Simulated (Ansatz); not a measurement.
One change: `O=C(O)[CH2][GeH3]` becomes `N[SiH2]C(=O)O`.

Ansatz, PBE0-D4/def2-TZVP geometries, multiplicity 1. Each molecule was computed in one conformer, which needn't be the lowest.

Scalar relativity is left out up to krypton.

| property | `O=C(O)[CH2][GeH3]` |
| --- | --- |
| size of the dipole moment (PBE/def2-TZVPP) / D | 1.68 |
| HOMO–LUMO gap (ωB97M-V/def2-TZVPP) / eV | 12.48 |
| HOMO–LUMO gap (PBE0/def2-TZVPP) / eV | 8.00 |
| HOMO–LUMO gap (PBE/def2-TZVPP) / eV | 5.29 |
| LUMO energy (PBE0/def2-TZVPP) / eV | -0.06 |
| HOMO energy (ωB97M-V/def2-TZVPP) / eV | -10.49 |

(1) What does the change do to each property? (Estimate.)

## Answers

(1) Ansatz gave: 
```csv
property,`N[SiH2]C(=O)O`,shift
size of the dipole moment (PBE/def2-TZVPP) / D,2.76,1.08
HOMO–LUMO gap (ωB97M-V/def2-TZVPP) / eV,11.31,-1.17
HOMO–LUMO gap (PBE0/def2-TZVPP) / eV,6.76,-1.24
HOMO–LUMO gap (PBE/def2-TZVPP) / eV,4.25,-1.04
LUMO energy (PBE0/def2-TZVPP) / eV,-0.52,-0.46
HOMO energy (ωB97M-V/def2-TZVPP) / eV,-9.61,0.88
```

With PBE0 the HOMO rises by 0.78 eV and the LUMO falls by 0.46 eV, so the gap narrows by about 1.24 eV. PBE moves the HOMO by 0.59 eV and ωB97M-V by 0.88 eV. Dipoles are sizes alone; their direction can turn.
